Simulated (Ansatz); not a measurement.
Compare A (`CSB[SiH3]`) with its isomer B (`B[SiH2]CS`).

Program: Ansatz. Geometries: PBE0-D4/def2-TZVP. ΔE: electronic, gas phase. CCSD(T)/CBS adds triple-zeta CCSD(T) − MP2 to the extrapolated MP2 energy (def2 sets, frozen cores). DFT in def2-TZVPP. B3LYP here is the variant with VWN-RPA as its local correlation; programs differ in this. Each species was taken in one conformer, which may not be the lowest.

**Question.** Which isomer does CCSD(T)/CBS put lower? Give the gap. (Estimate.)

**Answer.** Computed: A, by 130.2 kJ/mol.

**Question.** Give E(B) − E(A) in kJ/mol with B3LYP-D4, LDA (SPW92), BLYP-D4, HF/def2-TZVPP, PBE0-D4, PBE-D4, ωB97M-V. (Estimate.)

**Answer.** Computed: B3LYP-D4 134.0, LDA (SPW92) 150.8, BLYP-D4 137.9, HF/def2-TZVPP 114.5, PBE0-D4 137.6, PBE-D4 143.9, ωB97M-V 129.4. None reverses the order clearly.

**Question.** Does the order hold for the free energy at 298.15 K (harmonic terms from PBE0-D4)? (An estimate is asked.)

**Answer.** Computed: Yes: G(B) − G(A) = +121.0 kJ/mol, for one conformer each. Modes under 60 cm⁻¹, often nearly free rotors, make the harmonic entropy too high.

Largest T1 diagnostic: 0.015.

At CCSD(T), def2-SVP lies +15.3 kJ/mol from the extrapolated value and def2-TZVPP +1.2 kJ/mol. Leaving LDA and LC-ωPBE aside and taking each functional with its dispersion term where it has one, the values, not all of them listed here, spread over 16.5 kJ/mol, from BHLYP-D4 to PBE-D4. LDA lies +6.5 kJ/mol from PBE without D4.
